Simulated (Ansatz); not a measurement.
Total energies of `[CH3][W]([CH3])(=[O])=[O]`.

```xyz
11

C     0.4097    1.7397    0.1514
W    -0.7611   -0.0130    0.2272
C     0.3136   -1.7274   -0.3675
O    -1.2958   -0.2370    1.8269
O    -2.0921    0.1796   -0.8152
H     0.7555    1.9050   -0.8747
H    -0.1485    2.6238    0.4690
H     1.2758    1.6282    0.8129
H    -0.2982   -2.6321   -0.3322
H     0.6689   -1.5967   -1.3955
H     1.1721   -1.8700    0.2977
```

Total charge 0; spin multiplicity 1. Correlated methods include outer-core shells of W, which these sets cover unevenly. W: def2 effective core potential. The geometry is a stationary point of PBE0-D4/def2-TZVP. Basis def2-TZVPP, Ansatz.

RPA on PBE orbitals: Hartree–Fock energy of these orbitals -295.42875 Eh, correlation -2.00279 Eh (frozen core).

```
functional  energy without D4 (Eh)  D4 term (kJ/mol)
      PBE0              -297.31281             -19.2
     B3LYP              -297.61835             -36.2
```

Question: Give the same for LDA (SPW92), PBE, revPBE, BLYP, r2SCAN, B97M-V, r2SCANh, r2SCAN0, HSE06 (plane-wave form), BHLYP, CAM-B3LYP, LC-ωPBE, ωB97X-V, ωB97M-V, B2PLYP, PBE-QIDH. (Best estimate.)

Answer: Ansatz gave: 
| functional | energy without D4 (Eh) | D4 term (kJ/mol) |
| --- | --- | --- |
| LDA (SPW92) | -295.66609 | – |
| PBE | -297.37836 | -22.5 |
| revPBE | -297.60793 | -60.2 |
| BLYP | -297.52981 | -47.8 |
| r2SCAN | -297.51516 | -5.5 |
| B97M-V | -297.54890 | – |
| r2SCANh | -297.46873 | -5.9 |
| r2SCAN0 | -297.40106 | -6.6 |
| HSE06 (plane-wave form) | -297.30080 | -18.0 |
| BHLYP | -297.29943 | -30.2 |
| CAM-B3LYP | -297.43462 | -19.7 |
| LC-ωPBE | -297.45420 | – |
| ωB97X-V | -297.46898 | – |
| ωB97M-V | -297.39340 | – |
| B2PLYP | -297.31012 | – |
| PBE-QIDH | -297.18508 | – |

B3LYP takes the VWN-RPA correlation (the form of Gaussian; ORCA's B3LYP/G). HSE06 is the plane-wave form, built on full-range PBE exchange. The double hybrids freeze the cores in their second-order part.

LC-ωPBE has ω = 0.4 bohr⁻¹.
